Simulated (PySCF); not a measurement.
**Removal energies of Fe¹⁶⁺ from EOM-IP-GCCSD**

Reference: closed-shell Fe¹⁶⁺, [Ne]; one electron is removed. Calculated with PySCF 2.14, two-component X2C-1e with screened spin-orbit coupling, an uncontracted even-tempered set (18 s from 0.75 bohr⁻², ratio 2.6; 12 p from 0.97 bohr⁻², ratio 2.6; 6 d from 1 bohr⁻², ratio 2.8; 3 f from 32 bohr⁻², ratio 2.8); frozen 1s2; the 50 highest virtual spinors dropped; of the others 44 kept and the rest restored at second order. No Breit or QED terms. Binding energies in eV.

```csv
level,Koopmans,second order,EOM-CCSD
2s1/2,1397.4,1394.2,1394.3
2p1/2,1277.1,1275.0,1275.1
2p3/2,1263.8,1261.8,1262.0
```

For comparison, the ionisation energy of Fe¹⁶⁺ is 1262.7 ± 0.7 eV (semi-empirical (NIST evaluation); NIST Atomic Spectra Database, ionization energies).
